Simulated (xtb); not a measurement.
cyclopentasilane (H10Si5), singlet, at a GFN2-xTB geometry; GFN0-xTB (xtb).

Input for xtb:
```
$ xtb mol.xyz --gfn 0 --acc 30 --json

# file mol.xyz
15

Si     0.89417552     1.27504538     1.23383194
Si     1.84705489    -0.65518290     0.32696139
Si     0.23760211    -1.69522418    -1.00879286
Si    -1.70023993    -0.39230054    -0.95029712
Si    -1.27859856     1.46770474     0.39832196
H      0.89674347     1.22968577     2.70132679
H      1.69637423     2.46618182     0.93006335
H      2.33852119    -1.55641725     1.37625952
H      3.05646552    -0.34046095    -0.44354549
H     -0.02599594    -3.06728188    -0.55816686
H      0.71891426    -1.87649521    -2.38377269
H     -2.84572076    -1.16314357    -0.45121847
H     -2.12116492     0.00564146    -2.29909414
H     -1.45003107     2.71786551    -0.35222064
H     -2.26402256     1.58382923     1.48001450
```

Output, abridged:

```
   ID    Z sym.   atoms
    1   14 Si     1-5
    2    1 H      6-15

           -------------------------------------------------
          |                Calculation Setup                |
           -------------------------------------------------

           -------------------------------------------------
          |                 G F N 0 - x T B                 |
           -------------------------------------------------

          ...................................................
          :                      SETUP                      :
          :.................................................:
          :  # basis functions                  70          :
          :  # atomic orbitals                  65          :
          :  # shells                           35          :
          :  # electrons                        30          :
          :  electronic temp.          300.0000000     K    :
          :  accuracy                   30.0000000          :
          :  -> integral cutoff          0.2000000E+02      :
          :  -> integral neglect         0.3000000E-06      :
          ...................................................

         :::::::::::::::::::::::::::::::::::::::::::::::::::::
         ::                     SUMMARY                     ::
         :::::::::::::::::::::::::::::::::::::::::::::::::::::
         :: total energy             -14.590171000624 Eh    ::
         :: gradient norm              0.012842403843 Eh/a0 ::
         :: HOMO-LUMO gap              1.789306690678 eV    ::
         ::.................................................::
         :: H0 energy                -14.660701163764 Eh    ::
         :: repulsion energy           0.160155702439 Eh    ::
         :: electrostat energy        -0.084164705200 Eh    ::
         :: -> Gsolv                   0.000000000000 Eh    ::
         ::    -> Gsasa                0.000000000000 Eh    ::
         ::    -> Gshift               0.000000000000 Eh    ::
         :: dispersion energy         -0.005460834099 Eh    ::
         :: short-range corr.          0.000000000000 Eh    ::
         :: add. restraining           0.000000000000 Eh    ::
         :: total charge              -0.000000000000 e     ::
         :::::::::::::::::::::::::::::::::::::::::::::::::::::

           -------------------------------------------------
          |                Property Printout                |
[...]
     9   1 H        0.917    -0.129     6.697     4.048
    10   1 H        0.917    -0.129     6.685     4.044
    11   1 H        0.917    -0.129     6.685     4.044
    12   1 H        0.917    -0.129     6.697     4.048
    13   1 H        0.917    -0.128     6.672     4.040
    14   1 H        0.917    -0.129     6.706     4.050
    15   1 H        0.917    -0.128     6.665     4.038

 Mol. C6AA /au·bohr⁶  :       7402.751937
 Mol. C8AA /au·bohr⁸  :     359851.593401
 Mol. α(0) /au        :        152.109199

Wiberg/Mayer (AO) data.
largest (>0.10) Wiberg bond orders for each atom

 ---------------------------------------------------------------------------
     #   Z sym  total        # sym  WBO       # sym  WBO       # sym  WBO
 ---------------------------------------------------------------------------
     1  14 Si   3.945 --     5 Si   0.978     2 Si   0.978     7 H    0.837
                             6 H    0.836
     2  14 Si   3.945 --     1 Si   0.978     3 Si   0.978     8 H    0.836
                             9 H    0.836
     3  14 Si   3.945 --     2 Si   0.978     4 Si   0.978    10 H    0.836
                            11 H    0.836
     4  14 Si   3.945 --     5 Si   0.978     3 Si   0.978    13 H    0.836
                            12 H    0.836
     5  14 Si   3.945 --     1 Si   0.978     4 Si   0.978    15 H    0.837
                            14 H    0.836
     6   1 H    0.924 --     1 Si   0.836
     7   1 H    0.924 --     1 Si   0.837
     8   1 H    0.924 --     2 Si   0.836
     9   1 H    0.924 --     2 Si   0.836
    10   1 H    0.924 --     3 Si   0.836
    11   1 H    0.924 --     3 Si   0.836
    12   1 H    0.924 --     4 Si   0.836
    13   1 H    0.924 --     4 Si   0.836
    14   1 H    0.924 --     5 Si   0.836
    15   1 H    0.924 --     5 Si   0.837
 ---------------------------------------------------------------------------

Topologies differ in total number of bonds
Writing topology from bond orders to xtbtopo.mol

 dipole moment from electron density (au)
     X       Y       Z
  -0.0000   0.0003   0.0002  total (Debye):    0.001

           -------------------------------------------------
          | TOTAL ENERGY              -14.590171000624 Eh   |
          | GRADIENT NORM               0.012842403843 Eh/α |
          | HOMO-LUMO GAP               1.789306690678 eV   |
           -------------------------------------------------

normal termination of xtb
```
